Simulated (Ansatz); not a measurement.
Ansatz (a quantum-chemistry and plane-wave program) input:
A basis named .json is the Basis Set Exchange file of that set.

Ansatz 0.2 input:
```yaml
crystal:
  periodic: [false, false, false]
  atoms:
    - {symbol: O, position_ang: [-0.05243509, 0.00677906, -1.03625493]}
    - {symbol: S, position_ang: [-0.02593212, -0.01703994, 0.60328941]}
    - {symbol: H, position_ang: [0.83439461, 0.21840646, -1.36259117]}
basis:
  gaussian:
    orbitals: aug-cc-pV_D+d_Z.json
magnetization: {spin_polarized: true, initial_magnetization: 1}
correlation: {method: ccsd_t, electrons: outside_noble_gas}
output: {forces: true}
```

### Question
Predict the final energy.

### Answer
-473.30577 Eh (CCSD(T)/aug-cc-pV(D+d)Z). The basis has 64 functions.

It need not be the lowest isomer of its formula.
